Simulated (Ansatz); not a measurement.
C2H9BSSi (`BC[SiH2]SC`) at its PBE0-D4/def2-TZVP geometry, where that method's forces vanish. The species carries charge 0 and has multiplicity 1.

```xyz
14

B     1.3083   -0.5658   -0.3580
C     0.2640   -1.3937    0.5954
Si   -1.1532   -0.8629   -0.4397
S    -0.0070    0.8657   -1.1605
C    -0.2298    1.9752    0.2527
H     2.1831    0.0853    0.1530
H     1.6217   -1.1444   -1.3705
H     0.4443   -2.4690    0.6210
H     0.2055   -1.0220    1.6204
H    -2.4406   -0.3922    0.1454
H    -1.4163   -1.6883   -1.6426
H    -0.1907    1.4217    1.1903
H    -1.1802    2.4993    0.1632
H     0.5909    2.6911    0.2301
```

Problem. What forces (eV/Å) does r2SCAN-D4/def2-TZVPP give on these atoms in Ansatz 0.2.0? (An estimate is asked.)

Solution. The calculation gave: 
```
B1   0.113 -0.047 -0.021
C2  -0.031 -0.046  0.042
Si3 -0.034 -0.044 -0.003
S4  -0.010  0.016 -0.217
C5  -0.025  0.134  0.160
H6  -0.025 -0.011 -0.012
H7  -0.005  0.015  0.032
H8   0.003  0.008  0.016
H9   0.003 -0.016 -0.004
H10  0.003 -0.002 -0.006
H11  0.005  0.008  0.022
H12  0.000  0.007 -0.015
H13  0.021 -0.008  0.006
H14 -0.017 -0.016  0.001
```
